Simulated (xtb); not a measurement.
1,2-difluorocyclopenta-1,3-diene (C₅H₄F₂), SMILES FC1=C(F)CC=C1. All values are semi-empirical tight-binding results from xtb (GFN2-xTB unless named), good for trends rather than for accurate numbers. Geometry: GFN2-xTB. Other conformers were not sampled.

Optimised geometry:

Bond lengths (Å): F1–C2 1.337, C2–C3 1.342, C2–C7 1.447, C3–F4 1.338, C3–C5 1.492, C5–C6 1.494, C5–H8 1.092, C5–H9 1.092, C6–C7 1.340, C6–H10 1.073, C7–H11 1.073. Angles (°): F1–C2–C3 127.8, F1–C2–C7 123.0, C3–C2–C7 109.3, C2–C3–F4 128.7, C2–C3–C5 109.8, F4–C3–C5 121.6, C3–C5–C6 102.1, C3–C5–H8 111.7, C3–C5–H9 111.7, C6–C5–H8 112.2, C6–C5–H9 112.2, H8–C5–H9 107.1, C5–C6–C7 110.1, C5–C6–H10 122.9, C7–C6–H10 127.0, C2–C7–C6 108.8, C2–C7–H11 123.1, C6–C7–H11 128.1.

Estimate the properties. (An estimate is asked for; the answer gives what the named calculation found.)


```
Quantity                                          Result
-----------------------------------------  -------------
point group as xtb finds it                           Cs
orbital gap                                      3.62 eV
dipole moment                                     3.76 D
zero-point energy                          47.0 kcal/mol
G − E(el) at 298.15 K (modified RRHO)      28.4 kcal/mol
static polarisability (D4 model)              57.6 bohr³
solvation energy, GFN2-xTB/ALPB(water)     -3.9 kcal/mol
solvation energy, GFN2-xTB/ALPB(methanol)  -5.8 kcal/mol
```

Give the IR lines (harmonic; lines under 4 % of the strongest left out, lines within 3 cm⁻¹ merged). (The exact figures need the calculation; the answer reports its results.)

ν (cm⁻¹): 300 (w), 380 (w), 584 (m), 686 (m), 748 (m), 833 (m), 1008 (m), 1034 (m), 1120 (m), 1179 (w), 1223 (vs), 1288 (s), 1344 (s), 1385 (m), 1588 (m), 1703 (vs), 3165 (w) (against the strongest line: vs over 80 %, s over 45 %, m over 15 %, w over 4 %, vw less)

Give the atomic charges and the Wiberg bond orders between heavy atoms. (An estimate is asked for; the answer gives what the named calculation found.)

charges (e) F1 -0.20, C2 0.14, C3 0.13, F4 -0.20, C5 -0.08, C6 -0.05, C7 -0.06, H8 0.09, H9 0.09, H10 0.06, H11 0.07. Bond orders F1–C2 0.97, C2–C3 1.65, C3–F4 0.98, C3–C5 1.02, C5–C6 1.04, C2–C7 1.12, C6–C7 1.80.
